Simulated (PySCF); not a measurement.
Species: C₆H₁₁N₂P.
Structure used (PBE0-D3(BJ)/def2-SVP), in Å, numbered top down from 1:
```xyz
20
C6H11N2P angstrom
C     -1.9252   -1.7503    1.1620
N     -0.8198   -1.1231    0.5025
P     -0.4641    0.3943    0.5182
N      1.1602    0.5609    0.1728
C      2.1653   -0.2867    0.7687
C     -1.2358    1.6214   -0.5945
C     -1.8653    2.5592    0.1345
C     -1.7049    2.4225    1.6013
C     -0.9871    1.3551    1.9907
H     -2.1544   -1.3472    2.1709
H     -2.8693   -1.6910    0.5847
H     -1.7161   -2.8264    1.2919
H      1.4536    1.4746   -0.1533
H      2.6022    0.1288    1.6958
H      2.9823   -0.4759    0.0547
H      1.6958   -1.2526    1.0017
H     -1.2589    1.5413   -1.6823
H     -2.4675    3.3668   -0.2918
H     -2.1573    3.1464    2.2854
H     -0.7748    1.0854    3.0263
```

Computed with PySCF at PBE0/pcSseg-1, non-relativistic, on one gas-phase PBE0-D3(BJ)/def2-SVP geometry that isn't relaxed in the solvent. The solvent is an IEF-PCM continuum (cavity from Bondi-type radii × 1.2). The model holds no explicit solvent molecules, cavitation or dispersion.

| run | E − E(gas) (kcal/mol) | HOMO (eV) | HOMO–LUMO gap (eV) | dipole (D) |
| --- | --- | --- | --- | --- |
| gas | 0.00 | -5.84 | 3.92 | 3.24 |
| P | -7.91 | -6.13 | 4.23 | 4.65 |
| Q | -5.54 | -6.03 | 4.14 | 4.19 |

The runs were made in chloroform and methanol. Which run belongs to which solvent?

P = methanol, Q = chloroform. The dielectric constants are 4.711 (chloroform), 32.61 (methanol), and the energy falls further as ε rises. In this model the ground state sees the solvent through ε alone.

How constant is the ratio of the lowering to (ε − 1)/(2ε + 1)?

```csv
solvent,(ε − 1)/(2ε + 1),E − E(gas) (kcal/mol),ratio (kcal/mol),polarisation term (kcal/mol)
chloroform,0.356,-5.54,-15.5,-6.31
methanol,0.477,-7.91,-16.6,-9.59
```

The ratio changes by +6.6 % in size from chloroform to methanol. The polarisation term is half the interaction of the solute with the induced surface charges.
